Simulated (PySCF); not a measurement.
PySCF input for Al(Me)(NHMe)(OH) (C2H8AlNO), SMILES [Al]([OH])([CH3])[NH]C, TDA-M06-2X/def2-SVPD. Geometry: B3LYP-D3(BJ)/def2-SVP. The structure was generated by enumeration; whether it is a known compound was not checked. The values are those of a single conformer.

```python
import numpy as np
from pyscf import gto, scf, dft, tdscf

mol = gto.M(
    atom='''
    Al    0.18691991    0.21422881    0.41560120
    C     1.43149518   -0.09943786    1.87982956
    H     1.91966491   -1.08609618    1.82527841
    H     0.91489651   -0.03330865    2.85240185
    H     2.22449497    0.66755789    1.88931636
    N    -0.08277274   -1.00105060   -0.86084715
    C    -0.95705204   -0.94982329   -2.01685707
    H     0.43116643   -1.87782028   -0.81426154
    H    -1.72607016   -1.74699247   -2.01530221
    H    -0.41142020   -1.02707002   -2.97768967
    H    -1.49930208    0.01013220   -2.03947813
    O    -0.65684683    1.70184918    0.37532324
    H    -1.29586409    1.99675072   -0.27757171
    ''',
    basis='def2-SVPD',
    charge=0,
    spin=0,
    max_memory=1600,
    verbose=4,
)
mf = dft.RKS(mol, xc='m06-2x').density_fit(auxbasis='def2-universal-jkfit')
mf.grids.level = 4
mf.conv_tol = 1e-9
mf.max_cycle = 100
mf.kernel()
mf.grids = dft.Grids(mol).set(level=2).build(with_non0tab=True)  # coarser grid for the response kernel
td = tdscf.TDA(mf)
td.singlet = True
td.nstates = 10
td.conv_tol = 1e-4
td.positive_eig_threshold = 1e-6
td.kernel(x0=td.get_init_guess(mf, 15))
td.analyze()
tt = tdscf.TDA(mf)
tt.singlet = False
tt.nstates = 4
tt.conv_tol = 1e-4
tt.positive_eig_threshold = 1e-6
tt.kernel(x0=tt.get_init_guess(mf, 9))
tt.analyze(verbose=3)
```

Program output:

```
PySCF version 2.14.0

[INPUT] verbose = 4
[INPUT] num. atoms = 13
[INPUT] num. electrons = 48
[INPUT] charge = 0
[INPUT] spin (= nelec alpha-beta = 2S) = 0
[INPUT] symmetry False subgroup None
[INPUT] Mole.unit = angstrom
[INPUT] Symbol           X                Y                Z      unit          X                Y                Z       unit  Magmom
[INPUT]  1 Al     0.186919910000   0.214228810000   0.415601200000 AA    0.353227437128   0.404833778891   0.785372445041 Bohr   0.0
[INPUT]  2 C      1.431495180000  -0.099437860000   1.879829560000 AA    2.705133838835  -0.187910321813   3.552363029262 Bohr   0.0
[INPUT]  3 H      1.919664910000  -1.086096180000   1.825278410000 AA    3.627640930838  -2.052424325136   3.449276295982 Bohr   0.0
[INPUT]  4 H      0.914896510000  -0.033308650000   2.852401850000 AA    1.728903836220  -0.062944226079   5.390258293703 Bohr   0.0
[INPUT]  5 H      2.224494970000   0.667557890000   1.889316360000 AA    4.203686258773   1.261501584393   3.570290483060 Bohr   0.0
[INPUT]  6 N     -0.082772740000  -1.001050600000  -0.860847150000 AA   -0.156417809180  -1.891711470832  -1.626765348612 Bohr   0.0
[INPUT]  7 C     -0.957052040000  -0.949823290000  -2.016857070000 AA   -1.808566242556  -1.794905884833  -3.811307494693 Bohr   0.0
[INPUT]  8 H      0.431166430000  -1.877820280000  -0.814261540000 AA    0.814786466806  -3.548566040354  -1.538731304367 Bohr   0.0
[INPUT]  9 H     -1.726070160000  -1.746992470000  -2.015302210000 AA   -3.261799874184  -3.301337309977  -3.808369235131 Bohr   0.0
[INPUT] 10 H     -0.411420200000  -1.027070020000  -2.977689670000 AA   -0.777471500114  -1.940881048552  -5.627017960247 Bohr   0.0
[INPUT] 11 H     -1.499302080000   0.010132200000  -2.039478130000 AA   -2.833270309191   0.019147083039  -3.854055102740 Bohr   0.0
[INPUT] 12 O     -0.656846830000   1.701849180000   0.375323240000 AA   -1.241260614489   3.216028855516   0.709258131784 Bohr   0.0
[INPUT] 13 H     -1.295864090000   1.996750720000  -0.277571710000 AA   -2.448828224759   3.773311999828  -0.524534511827 Bohr   0.0

nuclear repulsion = 220.502602934925
number of shells = 75
number of NR pGTOs = 245
number of NR cGTOs = 171
basis = def2-SVPD
ecp = {}


******** <class 'pyscf.df.df_jk.DFRKS'> ********
method = DFRKS
initial guess = minao
damping factor = 0
level_shift factor = 0
DIIS = <class 'pyscf.scf.diis.CDIIS'>
diis_start_cycle = 1
diis_space = 8
diis_damp = 0
SCF conv_tol = 1e-09
SCF conv_tol_grad = None
SCF max_cycles = 100
direct_scf = False
XC library pyscf.dft.libxc version 7.1.2
    S. Lehtola, C. Steigemann, M. J. T. Oliveira, and M. A. L. Marques,  SoftwareX 7, 1–5 (2018)
XC functionals = m06-2x
    Y. Zhao and D. G. Truhlar,  Theor. Chem. Acc. 120, 215 (2008)
    Y. Zhao and D. G. Truhlar,  Theor. Chem. Acc. 120, 215 (2008)
radial grids:
    Treutler-Ahlrichs [JCP 102, 346 (1995); DOI:10.1063/1.469408] (M4) radial grids

becke partition: Becke, JCP 88, 2547 (1988); DOI:10.1063/1.454033
pruning grids: <function nwchem_prune>
grids dens level: 4
symmetrized grids: False
atomic radii adjust function: <function treutler_atomic_radii_adjust>
small_rho_cutoff = 0
Set gradient conv threshold to 3.16228e-05
Initial guess from minao.
tot grids = 267712
******** <class 'pyscf.df.df.DF'> ********
auxbasis = def2-universal-jkfit
init E= -453.311498705335
  HOMO = -0.286843371774994  LUMO = -0.0561916090099732  gap/eV = 6.27635
cycle= 1 E= -453.089958155217  delta_E= 0.222  |g|= 0.71  |ddm|= 4.52
  HOMO = -0.225934509182904  LUMO = 0.00648856005514897  gap/eV = 6.32455
cycle= 2 E= -453.038761609773  delta_E= 0.0512  |g|= 0.901  |ddm|= 2.14
  HOMO = -0.291218410206461  LUMO = -0.000631667361895794  gap/eV = 7.90727
cycle= 3 E= -453.196297496867  delta_E= -0.158  |g|= 0.0674  |ddm|= 0.977
  HOMO = -0.299342164633944  LUMO = -0.00125110560869102  gap/eV = 8.11147
cycle= 4 E= -453.197070140012  delta_E= -0.000773  |g|= 0.035  |ddm|= 0.125
  HOMO = -0.294096402477916  LUMO = -0.00058716147123361  gap/eV = 7.98679
cycle= 5 E= -453.197355137172  delta_E= -0.000285  |g|= 0.00741  |ddm|= 0.0415
  HOMO = -0.295094382400679  LUMO = -0.000532443906370972  gap/eV = 8.01544
cycle= 6 E= -453.197366440351  delta_E= -1.13e-05  |g|= 0.0026  |ddm|= 0.0134
  HOMO = -0.294726097630797  LUMO = -0.000567101204238529  gap/eV = 8.00447
cycle= 7 E= -453.197368263711  delta_E= -1.82e-06  |g|= 0.00071  |ddm|= 0.00416
  HOMO = -0.294795041513082  LUMO = -0.000580207117724552  gap/eV = 8.00599
cycle= 8 E= -453.197368422879  delta_E= -1.59e-07  |g|= 0.000139  |ddm|= 0.00148
  HOMO = -0.294787704762672  LUMO = -0.000572911104182339  gap/eV = 8.00599
cycle= 9 E= -453.197368430438  delta_E= -7.56e-09  |g|= 3.62e-05  |ddm|= 0.000437
  HOMO = -0.294794220090324  LUMO = -0.000573086369958009  gap/eV = 8.00616
cycle= 10 E= -453.197368430935  delta_E= -4.97e-10  |g|= 1.11e-05  |ddm|= 0.000101
  HOMO = -0.294793518087541  LUMO = -0.000572912059969344  gap/eV = 8.00615
Extra cycle  E= -453.197368430954  delta_E= -1.98e-11  |g|= 9.41e-06  |ddm|= 2.9e-05
converged SCF energy = -453.197368430954
tot grids = 99488
Overwritten attributes  positive_eig_threshold  of <class 'pyscf.tdscf.rks.TDA'>


******** <class 'pyscf.tdscf.rks.TDA'> for <class 'pyscf.df.df_jk.DFRKS'> ********
nstates = 10 singlet
deg_eia_thresh = 1.000e-03
wfnsym = None
conv_tol = 0.0001
eigh lindep = 1e-12
eigh level_shift = 0
eigh max_cycle = 100


Excitation energies (eV)
[5.52775647 6.73555134 6.91057332 6.93300531 7.21734325 7.66495127
 7.8218979  7.86263393 8.06768297 8.07519061]

** Singlet excitation energies and oscillator strengths **
Excited State   1:      5.52776 eV    224.29 nm  f=0.0163
      24 -> 25       -0.66477
      24 -> 28       -0.13658
      24 -> 30       -0.13176
      24 -> 32       -0.10622
Excited State   2:      6.73555 eV    184.07 nm  f=0.0046
      24 -> 26        0.48283
      24 -> 28       -0.41102
      24 -> 29        0.23115
Excited State   3:      6.91057 eV    179.41 nm  f=0.1357
      23 -> 25        0.13094
      24 -> 27        0.67636
Excited State   4:      6.93301 eV    178.83 nm  f=0.0206
      24 -> 26        0.45409
      24 -> 28        0.47441
      24 -> 30       -0.13456
      24 -> 38       -0.10622
Excited State   5:      7.21734 eV    171.79 nm  f=0.1881
      23 -> 25       -0.65902
      23 -> 26        0.15680
      23 -> 32       -0.10074
      24 -> 27        0.13058
Excited State   6:      7.66495 eV    161.75 nm  f=0.0005
      22 -> 25       -0.33960
      22 -> 26       -0.13987
      23 -> 27       -0.46656
      24 -> 28        0.10348
      24 -> 29        0.30977
Excited State   7:      7.82190 eV    158.51 nm  f=0.0006
      22 -> 25        0.19451
      23 -> 27        0.25584
      24 -> 26       -0.12438
      24 -> 28        0.19544
      24 -> 29        0.54361
      24 -> 35       -0.10320
Excited State   8:      7.86263 eV    157.69 nm  f=0.0292
      22 -> 25       -0.38336
      22 -> 26       -0.15830
      23 -> 27        0.34844
      24 -> 25        0.15084
      24 -> 30       -0.31746
      24 -> 32       -0.18656
Excited State   9:      8.06768 eV    153.68 nm  f=0.0582
      20 -> 25        0.13633
      21 -> 25        0.59659
      21 -> 26        0.18834
      21 -> 28       -0.10462
      21 -> 32        0.10978
      23 -> 26        0.12125
Excited State  10:      8.07519 eV    153.54 nm  f=0.0839
      22 -> 25       -0.26631
      22 -> 26       -0.11774
      23 -> 27        0.25957
      24 -> 25       -0.11089
      24 -> 30        0.46786
      24 -> 32        0.23685
      24 -> 35        0.11929

** Transition electric dipole moments (AU) **
state          X           Y           Z        Dip. S.      Osc.
  1         0.2561      0.1396     -0.1878      0.1203      0.0163
  2         0.1243      0.0694     -0.0860      0.0277      0.0046
  3        -0.2299     -0.4954     -0.7092      0.8013      0.1357
  4         0.2640      0.1578     -0.1636      0.1213      0.0206
  5        -0.5905     -0.0527     -0.8439      1.0636      0.1881
  6        -0.0394     -0.0217      0.0272      0.0028      0.0005
  7        -0.0417     -0.0231      0.0292      0.0031      0.0006
  8        -0.2870     -0.1581      0.2101      0.1515      0.0292
  9         0.0430      0.4105      0.3521      0.2943      0.0582
 10        -0.4805     -0.2579      0.3562      0.4242      0.0839

** Transition velocity dipole moments (imaginary part, AU) **
state          X           Y           Z        Dip. S.      Osc.
  1         0.0286      0.0155     -0.0209      0.0015      0.0049
  2         0.0487      0.0267     -0.0347      0.0043      0.0115
  3        -0.0569     -0.0653     -0.1328      0.0251      0.0660
  4         0.0635      0.0361     -0.0407      0.0070      0.0183
  5        -0.1638     -0.0034     -0.2260      0.0779      0.1959
  6        -0.0368     -0.0202      0.0265      0.0025      0.0058
  7         0.0297      0.0162     -0.0220      0.0016      0.0038
  8        -0.0287     -0.0161      0.0210      0.0015      0.0035
  9        -0.0018      0.1330      0.0941      0.0265      0.0597
 10        -0.0968     -0.0512      0.0719      0.0172      0.0385

** Transition magnetic dipole moments (imaginary part, AU) **
state          X           Y           Z
  1        -0.1865     -0.2304     -0.4269
  2         0.0412      0.0757      0.1093
  3        -0.3606     -0.1617      0.2538
  4        -0.4188      0.7875     -0.0130
  5        -0.0438     -0.0244      0.0319
  6        -0.0767     -0.4304     -0.4267
  7        -0.2212      0.6735      0.2027
  8        -0.5877      0.3176     -0.5671
  9        -0.2299     -0.1289      0.1662
 10        -0.0307      0.2022      0.1179


******** <class 'pyscf.tdscf.rks.TDA'> for <class 'pyscf.df.df_jk.DFRKS'> ********
nstates = 4 triplet
deg_eia_thresh = 1.000e-03
wfnsym = None
conv_tol = 0.0001
eigh lindep = 1e-12
eigh level_shift = 0
eigh max_cycle = 100


Excitation energies (eV)
[5.33774481 5.75358978 6.69300126 6.71110681]

** Triplet excitation energies and oscillator strengths **
Excited State   1:      5.33774 eV    232.28 nm  f=0.0000
Excited State   2:      5.75359 eV    215.49 nm  f=0.0000
Excited State   3:      6.69300 eV    185.24 nm  f=0.0000
Excited State   4:      6.71111 eV    184.74 nm  f=0.0000
```

Self-consistency was reached.
